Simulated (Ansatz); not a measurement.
The same atomization along the group Si, Ge, Sn.

Gas-phase electronic energies from Ansatz, PBE0-D4/def2-TZVP geometries. CBS: MP2 limit from def2 TZ/QZ plus the TZ coupled-cluster correction, frozen cores. Small cases extrapolate CCSD(T) itself. Open shells (•) are unrestricted, without spin–orbit coupling. Spin–orbit coupling would lower the free atoms: a little for F, Si; clearly for Ge; strongly for Sn. def2 core potentials past Kr. Bonds to Ge, Sn are less sure, by a few kJ/mol each and by 10 to 20 or more in all where they break to atoms, as the def2 sets lack core-valence functions. Scalar relativity is left out up to krypton. One conformer a species, not always the lowest.

Order these by ΔE at CCSD(T)/CBS, lowest first. (Estimate.)
A. `[NH2][Ge]([F])([F])[F]` → 3 F• + 2 H• + N• + Ge•
B. `N[Si](F)(F)F` → 3 F• + 2 H• + N• + Si•
C. `[NH2][Sn]([F])([F])[F]` → 3 F• + 2 H• + N• + Sn•

C (+2390.7 kJ/mol), A (+2570.6 kJ/mol), B (+2991.8 kJ/mol).

Largest T1 diagnostic: 0.014, for `[NH2][Sn]([F])([F])[F]`.

Extrapolated directly: `N[Si](F)(F)F` → 3 F• + 2 H• + N• + Si•.

For atomizations the MP2-based limit and the directly extrapolated one differ by several kJ/mol either way, and by 10 to 25 for some Ge, Se and Sn compounds, so smaller differences from it don't rank the levels.
